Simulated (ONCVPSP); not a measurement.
# Reading a pseudo-wave (Cl (Z = 17))

Columns: radius, all-electron u(r) and pseudo u(r) of the 3s shell (level -20.53 eV) of chlorine in the configuration [Ne] 3s2 3p5; PBE, non-relativistic, ONCV scheme, ONCVPSP 4.0.1.

```json
{"r (bohr)": "0.065", "all-electron": "0.2105", "pseudo": "0.0197"}
{"r (bohr)": "0.130", "all-electron": "-0.0367", "pseudo": "0.0419"}
{"r (bohr)": "0.195", "all-electron": "-0.2820", "pseudo": "0.0682"}
{"r (bohr)": "0.260", "all-electron": "-0.4132", "pseudo": "0.0993"}
{"r (bohr)": "0.325", "all-electron": "-0.4294", "pseudo": "0.1358"}
{"r (bohr)": "0.390", "all-electron": "-0.3608", "pseudo": "0.1787"}
{"r (bohr)": "0.455", "all-electron": "-0.2391", "pseudo": "0.2291"}
{"r (bohr)": "0.520", "all-electron": "-0.0902", "pseudo": "0.2867"}
{"r (bohr)": "0.585", "all-electron": "0.0671", "pseudo": "0.3501"}
{"r (bohr)": "0.650", "all-electron": "0.2202", "pseudo": "0.4170"}
{"r (bohr)": "0.715", "all-electron": "0.3612", "pseudo": "0.4857"}
{"r (bohr)": "0.780", "all-electron": "0.4859", "pseudo": "0.5555"}
{"r (bohr)": "0.845", "all-electron": "0.5926", "pseudo": "0.6256"}
{"r (bohr)": "0.910", "all-electron": "0.6810", "pseudo": "0.6935"}
{"r (bohr)": "0.975", "all-electron": "0.7518", "pseudo": "0.7551"}
{"r (bohr)": "1.040", "all-electron": "0.8057", "pseudo": "0.8063"}
{"r (bohr)": "1.105", "all-electron": "0.8444", "pseudo": "0.8444"}
{"r (bohr)": "1.170", "all-electron": "0.8694", "pseudo": "0.8694"}
{"r (bohr)": "1.235", "all-electron": "0.8824", "pseudo": "0.8824"}
{"r (bohr)": "1.300", "all-electron": "0.8853", "pseudo": "0.8853"}
{"r (bohr)": "1.365", "all-electron": "0.8796", "pseudo": "0.8796"}
{"r (bohr)": "1.430", "all-electron": "0.8668", "pseudo": "0.8668"}
{"r (bohr)": "1.495", "all-electron": "0.8483", "pseudo": "0.8483"}
{"r (bohr)": "1.560", "all-electron": "0.8253", "pseudo": "0.8253"}
{"r (bohr)": "1.625", "all-electron": "0.7988", "pseudo": "0.7988"}
{"r (bohr)": "1.690", "all-electron": "0.7697", "pseudo": "0.7697"}
```

How many radial nodes do the two functions have?

The all-electron 3s function has n − l − 1 = 2; the pseudo-wave has 0, since the states of the same l below it are removed with the core.

At about which radius was the pseudo-wave matched?

1.20 bohr. The columns agree to 0.0005 from 1.10 bohr on; several derivatives are matched, so the curves merge somewhat inside the radius.

Is the pseudo-wave norm-conserving?

Yes: the ONCV scheme keeps the norm inside the radius equal to the all-electron one, which fixes the energy derivative of the logarithmic derivative at the level.
